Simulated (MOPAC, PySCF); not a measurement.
H3BSe, SMILES `B[SeH]`, neutral singlet in the gas phase. 

Cartesian coordinates (Å):
SMILES: B[SeH]
```xyz
5

B     -0.6334    -0.0999    -0.0216
Se     1.1847    -0.6539     0.1412
H     -0.9053     1.0402    -0.1754
H     -1.4457    -0.9584     0.0408
H      1.7985     0.6751     0.0113
```
Charge 0, spin multiplicity 1.

All levels are single points at this geometry (M06-2X/def2-TZVP); Pople sets use spherical d functions. Orbital energies aren't observables, and empty levels follow the basis.

PBE/6-31G* in PySCF gives gap (eV) = 4.60.

Problem. Estimate the gap (eV) from each of these levels: M06-2X/def2-TZVP in PySCF; B3LYP/6-31G* in PySCF; HF/STO-3G in PySCF; PM3 in MOPAC; PM6 in MOPAC.

Solution. 
```
level                      gap (eV)
-------------------------  --------
M06-2X/def2-TZVP in PySCF      8.36
B3LYP/6-31G* in PySCF          6.20
HF/STO-3G in PySCF            14.68
PM3 in MOPAC                  10.13
PM6 in MOPAC                   9.12
```
